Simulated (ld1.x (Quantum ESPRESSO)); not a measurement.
Transferability test, PAW potential for holmium (Ho)

ld1.x (Quantum ESPRESSO) 7.5 input, shortened:

```
&input
   title='Ho', zed=67., rel=0, dft='PZ', iswitch=3,
   config='[Xe] 4f10 5d1 6s2 6p0'
 /
 &inputp
   pseudotype=3, lpaw=.true., tm=.true., lloc=-1, rcloc=3.00,
   nlcc=.true., new_core_ps=.true.,
   which_augfun='BESSEL', rmatch_augfun=2.05
 /
6
5S  1  0   2.00   0.00  2.10  2.25  0.0
6S  2  0   2.00   0.00  2.10  2.25  0.0
5P  2  1   6.00   0.00  2.20  2.35  0.0
6P  3  1   0.00   0.00  2.20  2.35  0.0
5D  3  2   1.00   0.00  2.55  3.05  0.0
5D  3  2   0.00   0.80  2.55  3.05  0.0
 &test
   configts(1)='5s2 5p6 5d1 6s2 6p0'
 /
```

Energies are relative to the spin-unpolarised reference configuration 5s2 5p6 5d1 6s2 6p0; without spin polarisation the order of configurations can differ from experiment.

| valence configuration | charge | ΔE all-electron (eV) | error AE − PS (meV) |
| --- | --- | --- | --- |
| 5s2 5p6 5d1 6s0 6p0 | +2 | 18.468 | +4.7 |
| 5s2 5p6 5d0 6s0 6p0 | +3 | 39.226 | -62 |
| 5s2 5p5 5d1 6s2 6p0 | +1 | 33.481 | -122 |
| 5s2 5p6 5d1 6s1.5 6p0 | +0.5 | 2.637 | +0.3 |
| 5s2 5p6 5d1 6s0 6p2 | 0 | 5.316 | +10 |

Task: What are ΔE and the potential's error for 5s2 5p6 5d1 6s1 6p0?

Result: ΔE = 6.560 eV all-electron; the error (AE − PS) is +1.4 meV.

Task: What are ΔE and the potential's error for 5s2 5p6 5d1.5 6s1.5 6p0?

Result: ΔE = 0.506 eV all-electron; the error (AE − PS) is -0.6 meV.
